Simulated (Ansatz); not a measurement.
**Interaction energy ladder**

The pair of Br⁻ (SMILES [Br-], atom 1) and PH3 (SMILES P, atoms 2–5), both closed shells, in one local arrangement (a lower one may exist), relaxed at PBE0-D4/def2-TZVPD:

| atom | x (Å) | y (Å) | z (Å) |
| --- | --- | --- | --- |
| Br1 | 0.1181 | -0.3726 | -2.9095 |
| P2 | -0.5650 | 0.1363 | 0.9287 |
| H3 | 0.3352 | -0.8780 | 1.3561 |
| H4 | 0.4028 | 1.1643 | 1.0982 |
| H5 | -0.2911 | -0.0499 | -0.4734 |

Computed with Ansatz 0.2.0 (basis: def2-TZVPPD, with def2-QZVPPD for the basis limit); correlated methods freeze the cores. Filled d shells of the heavier atoms are correlated. The def2 sets are not built for correlating such inner shells, so the correlated values are less sure here. B3LYP uses VWN-RPA correlation. Extrapolation: Hartree–Fock as exp(−7.88 √X), correlation as X^−2.97. Interaction energies count from these two fragments, frozen as in the pair, with the counterpoise correction; negative means bound.

(1) What is the interaction energy by CCSD(T) at an estimated basis limit (MP2 extrapolated from triple and quadruple zeta, plus CCSD(T) − MP2 in triple zeta)? (An estimate is asked for; the value comes from the calculation.)

(2) Which atoms make the shortest contact between the fragments?

No T1 diagnostic of these runs exceeds 0.014.

## Answers

(1) By the calculation: -23.6 kJ/mol. Hartree–Fock alone gives -5.9 kJ/mol at the basis limit. It counts from the two fragments frozen as in the pair.

The same quantity by other methods in triple zeta, and each one's difference from that estimate:
| method | E_int (kJ/mol) | difference |
| --- | --- | --- |
| PBE-D4 | -30.5 | -7.0 |
| revPBE-D4 | -27.6 | -4.0 |
| BLYP-D4 | -25.2 | -1.7 |
| r2SCAN-D4 | -26.4 | -2.9 |
| B97M-V | -24.3 | -0.7 |
| PBE0-D4 | -27.5 | -3.9 |
| B3LYP-D4 | -24.2 | -0.7 |
| HSE06-D4 | -27.8 | -4.2 |
| wB97X-V | -22.1 | 1.5 |
| wB97M-V | -21.3 | 2.3 |
| B2PLYP | -19.2 | 4.4 |
| HF | -5.8 | 17.8 |
| MP2 | -21.2 | 2.3 |
| CCSD | -17.2 | 6.3 |
| CCSD(T) | -19.6 | 4.0 |
Differences are method less estimate.

(2) Br1 and H5, 2.49 Å apart.

Basis-set superposition shift (counterpoise-corrected less uncorrected): CCSD(T) 3.9; MP2 3.8; HF 0.4; PBE0-D4 0.5; wB97M-V 0.5 kJ/mol.

For scale, one of the runs: CCSD(T)/def2-TZVPPD, 156 basis functions, launched by `ansatz run in.yaml --threads 2 --pin off --events-out ev --progress --plain --max-ram 5222MiB`. Hardware: 2 CPU threads of an Arm Neoverse V1, shared host. Wall time 25 s; peak host memory 1 GiB.
